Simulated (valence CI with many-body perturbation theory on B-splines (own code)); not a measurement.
# E1 transitions of Tl8+

Calculated by relativistic CI+MBPT: five valence electrons over a frozen Dirac-Fock core [Xe] 4f14, a basis of 7 s, 7 p, 8 d, 6 f, 4 g, 1 h functions for each j, with the one-electron correlation potential Σ1 (screened to all orders), the two-electron term Σ2, the three-electron term Σ3, Breit, model QED; selected single and double excitations, second order for the rest, scaled by the run's own slope (own B-spline code, finite nucleus).

No measured spectrum was set against this ion. As an estimate, terms of the open shell hold to 2 to 4 % of their energy, and close levels can change places; different configurations can be misplaced against each other by 1,000 to 8,000 cm⁻¹. Among the levels kept, up to 1200 cm⁻¹ of a level comes from second order outside the variational space, and about a tenth of that is noise between levels of different J, which matters for small intervals. The list stops below the first excitations out of the core.

Lines 151 to 200 of 386 in falling wavelength, among levels below 45.733 eV, chosen from the strongest by gf and those to the six lowest levels. Wavelengths and rates use the calculated energies, so an error of 2000 cm⁻¹ moves a line at 141.9 nm by 2.8 % and its rate by three times that or more. Electric multipoles are in the length gauge, E1 and E2 with the static RPA response of the core. Weak lines are less certain than strong ones. Lines between different terms over intervals too small for the method are left out, as are lines whose strength nearly cancels. Where a level lies close to another of its J and parity, the split of strength between their lines is uncertain. The highest levels of a list are the least certain.

Levels are named by their leading jj configuration (3d3/2^4 stands for four electrons in 3d with j = 3/2), which in mixed levels can hold well under half, so a name can repeat and another be missing. Letters in brackets count levels of one name in rising energy.

```csv
λ vac (nm),Upper,Lower,A (s⁻¹),S (a.u.)
141.9,(5d3/2^3 5d5/2 6p1/2) J=5/2 [a],(5d3/2^2 5d5/2^2 6s) J=7/2 [c],1.44e+04,1.22e-04
141.4,(5d3/2^3 5d5/2 6p1/2) J=1/2,(5d3/2^2 5d5/2^2 6s) J=3/2 [a],8.14e+06,2.27e-02
139.7,(5d3/2^3 5d5/2 6p1/2) J=3/2 [a],(5d3/2^2 5d5/2^2 6s) J=5/2 [c],1.90e+06,1.02e-02
138.6,(5d3/2^3 5d5/2 6p1/2) J=5/2 [b],(5d3/2^2 5d5/2^2 6s) J=5/2 [e],1.85e+06,1.46e-02
138.3,(5d3/2^3 5d5/2 6p1/2) J=5/2 [a],(5d3/2^2 5d5/2^2 6s) J=5/2 [d],2.69e+05,2.11e-03
137.5,(5d3/2^3 5d5/2 6p1/2) J=7/2,(5d3/2^2 5d5/2^2 6s) J=7/2 [d],3.21e+04,3.29e-04
136.9,(5d3/2^3 5d5/2 6p1/2) J=3/2 [b],(5d3/2^2 5d5/2^2 6s) J=5/2 [d],1.29e+06,6.55e-03
136.2,(5d3/2^3 5d5/2 6p1/2) J=3/2 [a],(5d3/2^2 5d5/2^2 6s) J=3/2 [a],1.59e+06,7.95e-03
136.1,(5d3/2^3 5d5/2 6p1/2) J=9/2,(5d3/2^2 5d5/2^2 6s) J=7/2 [d],4.45e+05,5.53e-03
135.8,(5d3/2^3 5d5/2 6p1/2) J=3/2 [b],(5d3/2^2 5d5/2^2 6s) J=1/2 [b],9.82e+03,4.85e-05
134.2,(5d3/2^3 5d5/2 6p1/2) J=5/2 [b],(5d3/2^2 5d5/2^2 6s) J=3/2 [c],1.47e+03,1.05e-05
133.8,(5d3/2^3 5d5/2 6p1/2) J=3/2 [a],(5d3/2^2 5d5/2^2 6s) J=5/2 [b],1.61e+06,7.61e-03
133.6,(5d3/2^3 5d5/2 6p1/2) J=7/2,(5d3/2^2 5d5/2^2 6s) J=7/2 [c],3.64e+05,3.42e-03
133.5,(5d3/2^4 6p1/2) J=1/2,(5d3/2^3 5d5/2 6s) J=3/2 [b],7.88e+06,1.85e-02
132.2,(5d3/2^3 5d5/2 6p1/2) J=9/2,(5d3/2^2 5d5/2^2 6s) J=7/2 [c],6.91e+06,7.89e-02
132.0,(5d3/2^3 5d5/2 6p1/2) J=7/2,(5d3/2^2 5d5/2^2 6s) J=9/2 [c],9.69e+05,8.80e-03
131.9,(5d3/2^3 5d5/2 6p1/2) J=9/2,(5d3/2^2 5d5/2^2 6s) J=11/2 [b],1.70e+06,1.93e-02
130.7,(5d3/2^3 5d5/2 6p1/2) J=9/2,(5d3/2^2 5d5/2^2 6s) J=9/2 [c],2.58e+05,2.84e-03
130.6,(5d3/2^3 5d5/2 6p1/2) J=5/2 [b],(5d3/2^2 5d5/2^2 6s) J=7/2 [d],1.06e+06,6.99e-03
130.4,(5d3/2^3 5d5/2 6p1/2) J=7/2,(5d3/2^2 5d5/2^2 6s) J=5/2 [d],2.15e+05,1.88e-03
128.3,(5d3/2^3 5d5/2 6p1/2) J=1/2,(5d3/2^2 5d5/2^2 6s) J=1/2 [a],1.65e+06,3.44e-03
128.0,(5d3/2^3 5d5/2 6p1/2) J=5/2 [a],(5d3/2^2 5d5/2^2 6s) J=3/2 [b],4.44e+06,2.75e-02
127.0,(5d3/2^3 5d5/2 6p1/2) J=5/2 [b],(5d3/2^2 5d5/2^2 6s) J=7/2 [c],2.28e+06,1.39e-02
126.8,(5d3/2^3 5d5/2 6p1/2) J=3/2 [b],(5d3/2^2 5d5/2^2 6s) J=3/2 [b],8.11e+06,3.26e-02
125.5,(5d3/2^3 5d5/2 6p1/2) J=7/2,(5d3/2^2 5d5/2^2 6s) J=9/2 [b],3.75e+06,2.93e-02
124.9,(5d3/2^3 5d5/2 6p1/2) J=5/2 [a],(5d3/2^2 5d5/2^2 6s) J=5/2 [c],2.13e+05,1.23e-03
124.3,(5d3/2^3 5d5/2 6p1/2) J=9/2,(5d3/2^2 5d5/2^2 6s) J=9/2 [b],5.09e+06,4.82e-02
124.1,(5d3/2^3 5d5/2 6p1/2) J=5/2 [b],(5d3/2^2 5d5/2^2 6s) J=5/2 [d],2.77e+06,1.57e-02
124.0,(5d3/2^3 5d5/2 6p1/2) J=3/2 [a],(5d3/2^2 5d5/2^2 6s) J=1/2 [a],9.25e+06,3.48e-02
123.7,(5d3/2^3 5d5/2 6p1/2) J=3/2 [b],(5d3/2^2 5d5/2^2 6s) J=5/2 [c],1.06e+07,3.95e-02
122.5,(5d3/2^3 5d5/2 6p1/2) J=5/2 [a],(5d3/2^2 5d5/2^2 6s) J=7/2 [b],9.93e+04,5.40e-04
122.1,(5d3/2^3 5d5/2 6p1/2) J=5/2 [a],(5d3/2^2 5d5/2^2 6s) J=3/2 [a],1.85e+06,9.96e-03
121.0,(5d3/2^3 5d5/2 6p1/2) J=3/2 [b],(5d3/2^2 5d5/2^2 6s) J=3/2 [a],2.79e+06,9.76e-03
120.1,(5d3/2^3 5d5/2 6p1/2) J=5/2 [a],(5d3/2^2 5d5/2^2 6s) J=5/2 [b],4.77e+06,2.45e-02
119.4,(5d3/2^3 5d5/2 6p1/2) J=5/2 [a],(5d3/2^2 5d5/2^2 6s) J=7/2 [a],8.61e+05,4.34e-03
119.0,(5d3/2^3 5d5/2 6p1/2) J=3/2 [b],(5d3/2^2 5d5/2^2 6s) J=5/2 [b],1.38e+07,4.59e-02
118.4,(5d3/2^3 5d5/2 6p1/2) J=7/2,(5d3/2^2 5d5/2^2 6s) J=5/2 [c],7.17e+06,4.70e-02
117.3,(5d3/2^4 6p1/2) J=1/2,(5d3/2^3 5d5/2 6s) J=1/2,9.14e+07,1.46e-01
116.9,(5d3/2^3 5d5/2 6p1/2) J=3/2 [a],(5d3/2^3 5d5/2 6s) J=5/2,5.06e+05,1.60e-03
116.2,(5d3/2^3 5d5/2 6p1/2) J=7/2,(5d3/2^2 5d5/2^2 6s) J=7/2 [b],3.01e+06,1.87e-02
115.7,(5d3/2^3 5d5/2 6p1/2) J=5/2 [b],(5d3/2^2 5d5/2^2 6s) J=3/2 [b],2.35e+06,1.08e-02
115.2,(5d3/2^3 5d5/2 6p1/2) J=9/2,(5d3/2^2 5d5/2^2 6s) J=11/2 [a],1.38e+06,1.04e-02
115.2,(5d3/2^3 5d5/2 6p1/2) J=9/2,(5d3/2^2 5d5/2^2 6s) J=7/2 [b],2.97e+07,2.24e-01
114.1,(5d3/2^3 5d5/2 6p1/2) J=1/2,(5d3/2^3 5d5/2 6s) J=3/2 [b],1.16e+08,1.70e-01
114.1,(5d3/2^3 5d5/2 6p1/2) J=7/2,(5d3/2^2 5d5/2^2 6s) J=5/2 [b],1.21e+07,7.12e-02
113.5,(5d3/2^3 5d5/2 6p1/2) J=7/2,(5d3/2^2 5d5/2^2 6s) J=7/2 [a],5.40e+06,3.11e-02
113.2,(5d3/2^3 5d5/2 6p1/2) J=5/2 [b],(5d3/2^2 5d5/2^2 6s) J=5/2 [c],3.32e+06,1.42e-02
112.5,(5d3/2^3 5d5/2 6p1/2) J=9/2,(5d3/2^2 5d5/2^2 6s) J=7/2 [a],2.39e+07,1.68e-01
111.2,(5d3/2^3 5d5/2 6p1/2) J=3/2 [b],(5d3/2^2 5d5/2^2 6s) J=1/2 [a],7.21e+06,1.96e-02
111.2,(5d3/2^3 5d5/2 6p1/2) J=5/2 [b],(5d3/2^2 5d5/2^2 6s) J=7/2 [b],1.48e+07,6.01e-02
```
